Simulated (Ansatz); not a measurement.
Molecule: sum formula H3BNO2, charge 0, multiplicity 2. It need not be the lowest isomer of its formula. 
Coordinates optimised at B3LYP-D3(BJ)/def2-TZVP (Ansatz, a quantum-chemistry and plane-wave program):
```
B
O 1 1.3718
H 2 0.9613 1 116.06
O 1 1.3718 2 125.35 3 1.37
H 4 0.9613 1 116.06 2 -1.37
N 1 1.4519 2 117.26 3 -174.58
H 6 1.0194 1 116.39 2 -91.86
```
Charge 0, spin multiplicity 2.

Basis-set convergence of Hartree-Fock and CCSD(T) correlation energies (hartree) with Ansatz. Valence correlation only, unless marked. UHF or UKS for open shells. No spin-orbit coupling. Non-relativistic.

```tsv
basis	functions	E(HF)	E(corr, CCSD(T))
aug-cc-pVDZ	119	-230.73766	-0.66302
aug-cc-pVTZ	253	-230.79718	-0.80530
aug-cc-pVQZ	458	-230.81231	-0.85106
```

Extrapolating the two largest sets (X = 3 and 4) as X^-3: E(corr) = (64·(-0.85106) - 27·(-0.80530))/37 = -0.8845 Eh, an estimate of the basis-set limit. The largest set recovers 96.2 % of it, the smallest 75.0 %.
